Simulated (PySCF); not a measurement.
PbF4 at several levels of theory

Computed with PySCF 2.14.0 (density fitting, no spin-orbit coupling) at the geometry relaxed with r2SCAN:

```xyz
5
PbF4 (singlet)
Pb    0.0000    0.0000    0.0000
F     1.5739    0.0000    1.2581
F     0.0000    1.5739   -1.2581
F    -1.5739    0.0000    1.2581
F     0.0000   -1.5739   -1.2581
```

```json
{"level": "r2SCAN", "basis": "Pb def2-SVP with ECP60, F def2-SVP", "state": "singlet", "HOMO (eV)": "-10.17", "gap (eV)": "3.79", "charge on Pb1 (e)": "1.47", "dipole about the centre of mass (D)": "0.00", "largest force component (eV/Å)": "0.06"}
{"level": "TPSSh", "basis": "the same", "state": "singlet", "HOMO (eV)": "-10.60", "gap (eV)": "4.62", "charge on Pb1 (e)": "1.45", "dipole about the centre of mass (D)": "0.00", "largest force component (eV/Å)": "0.10"}
{"level": "wB97X", "basis": "the same", "state": "singlet", "HOMO (eV)": "-14.18", "gap (eV)": "10.72", "charge on Pb1 (e)": "1.52", "dipole about the centre of mass (D)": "0.00", "largest force component (eV/Å)": "0.36"}
{"level": "B3LYP", "basis": "the same", "state": "singlet", "HOMO (eV)": "-11.36", "gap (eV)": "5.53", "charge on Pb1 (e)": "1.46", "dipole about the centre of mass (D)": "0.00", "largest force component (eV/Å)": "0.08"}
{"level": "r2SCAN", "basis": "Pb def2-TZVP with ECP60, F def2-TZVP", "state": "singlet", "HOMO (eV)": "-10.57", "gap (eV)": "3.90", "charge on Pb1 (e)": "1.60", "dipole about the centre of mass (D)": "0.00", "largest force component (eV/Å)": "0.42"}
{"level": "r2SCAN", "basis": "Pb x2c-SVPall, F x2c-SVPall", "state": "singlet", "HOMO (eV)": "-10.16", "gap (eV)": "3.75", "charge on Pb1 (e)": "1.50", "dipole about the centre of mass (D)": "0.00", "largest force component (eV/Å)": "0.29"}
```

Charges are Mulliken's, which hang on the basis. The relaxation used the grid (50, 194), these runs (75, 302) or, all-electron (x2c bases, spin-free X2C Hamiltonian), (99, 590).

Question: What does PBE with Pb def2-SVP with ECP60, F def2-SVP give here?

Answer: state singlet, HOMO (eV) -9.49, gap (eV) 3.23, charge on Pb1 (e) 1.29, dipole about the centre of mass (D) 0.00, largest force component (eV/Å) 0.44. Time: 2.5 s on 2 threads of Arm Neoverse V2, with other jobs on the host, from an already converged density.

In the first row's basis the gap widens with exact exchange: 3.2 to 3.8 eV for PBE, r2SCAN (none); 4.6 to 5.5 eV for TPSSh, B3LYP (a fixed share); 10.7 eV for wB97X (rising or full at long range).

No frequency check is given that shows the relaxed geometry to be a minimum.
